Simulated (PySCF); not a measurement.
**Ionisation energy of Cr²⁺ by level of theory**

Cr²⁺ [Ar] 3d4 (5D) → Cr³⁺ [Ar] 3d3 (4F), as a difference of total energies. Computed with PySCF 2.14 in jorge-DZP-DKH, with the spin-free X2C one-electron Hamiltonian (Gaussian nucleus). Correlated levels: valence: [Ar] frozen. The calculations carry no spin-orbit coupling.

Question: Order these methods by the ionisation energy they give, lowest first.
A. MN15
B. UHF
C. SCS-MP2 (valence)
D. MP2 (valence)

Answer: B (29.938 eV), C (30.062 eV), D (30.310 eV), A (31.800 eV).

The reference lies between the lowest fine-structure levels, while these numbers refer to the centres of the terms.

Errors of the correlated levels include the incompleteness of this basis and the frozen core.

For comparison: 30.959 ± 0.025 eV (measured; NIST Atomic Spectra Database, ionization energies).
